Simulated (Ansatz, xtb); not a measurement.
**Two isomers of CHNTe**

Structure a: `N#C[TeH]`, a singlet. Structure b: `N=C=[Te]`, a singlet. Both are isolated molecules in the gas phase, relaxed with B3LYP-D4/def2-TZVP.

a (Å):

```xyz
4

C     0.8198   -0.3011    0.3265
N     1.3195   -0.9167    1.1651
Te   -0.1098    0.6946   -1.2059
H     0.4589    2.1585   -0.6591
```

b (Å):

```xyz
4

C    -2.2170    2.3029   -0.4841
N    -2.1643    1.4148   -1.2703
Te   -2.1539    3.7876    0.7748
H    -2.7425    0.7013   -1.6743
```

Energies in hartree; the thermal terms are from B3LYP-D4/def2-TZVP harmonic frequencies (ideal gas, rigid rotor, one conformer each, 298.15 K, 1 atm) and include the zero-point energy:

|  | a | b |
| --- | --- | --- |
| E, CCSD(T)/def2-TZVPP | −360.719878 | −360.720131 |
| zero-point energy | 0.013996 | 0.017016 |
| H(298 K) − E | 0.019005 | 0.021904 |
| G(298 K) − E | −0.013207 | −0.009025 |

Question: Work out ΔE, ΔE₀, ΔH and ΔG for a → b in kcal/mol (1 Eh = 627.51 kcal/mol) and the equilibrium ratio [b]/[a].

Answer: 1. ΔE = −360.720131 − (−360.719878) = −0.000253 Eh = −0.16 kcal/mol.
2. ΔE₀ = ΔE + ΔZPE = −0.000253 + (+0.003020) Eh = +1.74 kcal/mol.
3. ΔH = ΔE + (+0.002899) Eh = +1.66 kcal/mol.
4. ΔG = ΔE + (+0.004182) Eh = +2.47 kcal/mol, so ΔS = (ΔH − ΔG)/T = −11.3 J/(mol K).
5. kT = 0.9442 mEh, so K = [b]/[a] = exp(−ΔG/kT) = exp(−4.16) ≈ 0.016.

Structure a is favoured at this temperature, against the order of the electronic energies. An error of 1 kcal/mol in ΔG would change K by a factor of 5.4. Mirror images and further conformers aren't counted.

As drawn, b has 1 C=N, 1 C=Te, 1 N–H in place of 1 C≡N, 1 C–Te, 1 Te–H.

Other levels gave ΔE = 0.0 (GFN2-xTB); +20.4 (HF/STO-3G, GFN2-xTB geometries); −10.4 (r2SCAN-D4/def2-SVP, GFN2-xTB geometries); −5.4 (B3LYP-D4/def2-TZVP); +2.9 (HF/def2-TZVPP); −3.2 (MP2/def2-TZVPP) kcal/mol. The correlated steps freeze 6 core orbitals; the filled d shell of Te is correlated, in a basis made for valence electrons. Atoms past krypton carry core potentials in the def2 sets, without spin–orbit terms. Programs: Ansatz 0.2.0, xtb 6.7.1.
